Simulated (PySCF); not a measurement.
Mapped SMILES: `[CH2:1]=[CH:2]/[CH:3]=[C:4](\[CH3:5])[c:6]1[cH:7][cH:8][cH:9][o:10]1` (H(Xn): hydrogen on atom n). Ha(C1) is cis to C3; Hb(C1) is trans to C3.

GIAO PBE0/pcSseg-1 shifts (PySCF, gas phase, non-relativistic, equivalent atoms averaged), each against references optimised in the same way as the molecule (TMS, H2O).

On the GFN2-xTB geometry: C6 162.3, C9 146.9, C2 139.9, C3 132.2, C4 132.1, C1 125.3, C8 118.7, C7 114.0, C5 14.7, O10 289.6, H(C9) 7.51, H(C3) 7.14, H(C2) 7.05, H(C8) 6.67, H(C7) 6.56, Ha(C1) 5.70, Hb(C1) 5.52, H(C5) 2.14 ppm.

What changes on the PBE0-D3(BJ)/def2-SVP geometry?

Answers


```
 atoms  δ (ppm)  change
    C6    159.5    -2.8
    C9    145.8    -1.1
    C2    140.0    +0.1
    C3    131.1    -1.1
    C4    131.0    -1.1
    C1    125.5    +0.2
    C8    117.3    -1.4
    C7    112.4    -1.6
    C5     13.9    -0.8
   O10    291.1    +1.5
 H(C9)     7.35   -0.16
 H(C3)     6.97   -0.17
 H(C2)     6.90   -0.15
 H(C8)     6.52   -0.15
 H(C7)     6.40   -0.16
Ha(C1)     5.60   -0.10
Hb(C1)     5.47   -0.05
 H(C5)     2.03   -0.11
```

Bonds between heavy atoms that differ most (equivalent bonds averaged): C7–C8 1.411 → 1.426 Å, C1–C2 1.333 → 1.344 Å, C3–C4 1.350 → 1.358 Å, C2–C3 1.437 → 1.445 Å, C9–O10 1.341 → 1.346 Å. Mean change of bonds to hydrogen: C–H +0.014 Å.
